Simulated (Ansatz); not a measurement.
AsH2 (SMILES [AsH2]), charge 0, multiplicity 2, relaxed at each level with Ansatz (a quantum-chemistry and plane-wave program); harmonic frequencies from differences of analytic forces, average atomic masses, frozen cores. Open shells are unrestricted.

```csv
level,As1–H2 (Å),As1–H3 (Å),H2–As1–H3 (°),dipole (D)
HF/def2-TZVPP,1.5143,1.5143,92.9,0.39
PBE/def2-TZVPP,1.5403,1.5403,90.0,0.21
r2SCAN/def2-TZVPP,1.5242,1.5242,90.4,0.32
B3LYP/def2-TZVPP,1.5293,1.5293,90.8,0.19
PBE0/def2-TZVPP,1.5261,1.5261,90.7,0.30
wB97X-V/def2-TZVPP,1.5202,1.5202,91.2,0.34
MP2/cc-pVTZ,1.5187,1.5187,91.3,0.35
CCSD(T)/cc-pVDZ,1.5344,1.5344,91.1,0.32
CCSD(T)/cc-pVTZ,1.5290,1.5290,91.2,0.32
```
